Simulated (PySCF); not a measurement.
Two species compared at the same levels of theory.

First species: C2H9P3.
SMILES: `CP(C)PP`

Second species: C₅H₆F₃N.
SMILES: `FC(F)(F)/C=N/CC=C`

Levels: B3LYP/def2-SVPD for dipole moment, HOMO energy, LUMO energy, HOMO–LUMO gap, static isotropic polarisability and electronic spatial extent ⟨r²⟩ about the centre of nuclear charge; TDDFT B3LYP/def2-SVPD for lowest singlet excitation; TDA B3LYP/def2-SVPD for lowest triplet excitation (Tamm–Dancoff); GFN2-xTB for rotational constant A and rotational constant C. Geometries: GFN2-xTB. Each structure is a single optimised conformer of the isolated species, non-relativistic unless stated; the electronic structure was computed with PySCF and density fitting.

Dipoles, sizes and rotational constants follow the conformer. The torsions of the flexible species, by atom-mapped SMILES:
- `[CH3:1][P:2]([CH3:3])[PH:4][PH2:5]`: C1–P2–P4–P5 -179°, H–P5–P4–P2 174°, H–P5–P4–P2 -94°
- `[CH2:1]=[CH:2][CH2:3]/[N:4]=[CH:5]/[C:6]([F:7])([F:8])[F:9]`: C1–C2–C3–N4 134°, C2–C3–N4–C5 -121°, N4–C5–C6–F7 131°

Values for the first species:

```
Dipole moment                                                     : 1.18 D
HOMO energy                                                       : -5.95 eV
LUMO energy                                                       : -0.25 eV
HOMO–LUMO gap                                                     : 5.70 eV
Lowest singlet excitation                                         : 4.92 eV
Lowest triplet excitation (Tamm–Dancoff)                          : 4.10 eV
Static isotropic polarisability                                   : 108.0 au
Electronic spatial extent ⟨r²⟩ about the centre of nuclear charge : 1033 bohr²
Rotational constant A                                             : 4.275 GHz
Rotational constant C                                             : 1.214 GHz
```

Question: Estimate the same properties for the second species, and the change in each.

Answer: 
```json
{"property": "dipole moment", "first": "1.18 D", "second": "3.24 D", "second less first": "+2.06 D"}
{"property": "HOMO energy", "first": "-5.95 eV", "second": "-7.81 eV", "second less first": "-1.86 eV"}
{"property": "LUMO energy", "first": "-0.25 eV", "second": "-1.61 eV", "second less first": "-1.36 eV"}
{"property": "HOMO–LUMO gap", "first": "5.70 eV", "second": "6.20 eV", "second less first": "+0.50 eV"}
{"property": "lowest singlet excitation", "first": "4.92 eV", "second": "4.79 eV", "second less first": "-0.13 eV"}
{"property": "lowest triplet excitation (Tamm–Dancoff)", "first": "4.10 eV", "second": "3.97 eV", "second less first": "-0.13 eV"}
{"property": "static isotropic polarisability", "first": "108.0 au", "second": "73.6 au", "second less first": "-34.4 au"}
{"property": "electronic spatial extent ⟨r²⟩ about the centre of nuclear charge", "first": "1033 bohr²", "second": "1649 bohr²", "second less first": "+616 bohr²"}
{"property": "rotational constant A", "first": "4.275 GHz", "second": "3.948 GHz", "second less first": "-0.327 GHz"}
{"property": "rotational constant C", "first": "1.214 GHz", "second": "0.673 GHz", "second less first": "-0.541 GHz"}
```

On the first: The vertical singlet–triplet gap S1 − T1 is 0.82 eV (TDDFT singlet less Tamm–Dancoff triplet; S1: HOMO→LUMO, weight 0.85; T1: HOMO→LUMO, weight 0.79). The polarisability is 16.00 Å³ as a volume (1 au = 0.148185 Å³), or 1.64 au for each of the 66 electrons.

On the second: The principal polarisabilities are 59.7, 65.9 and 95.3 au; their mean is the isotropic value.
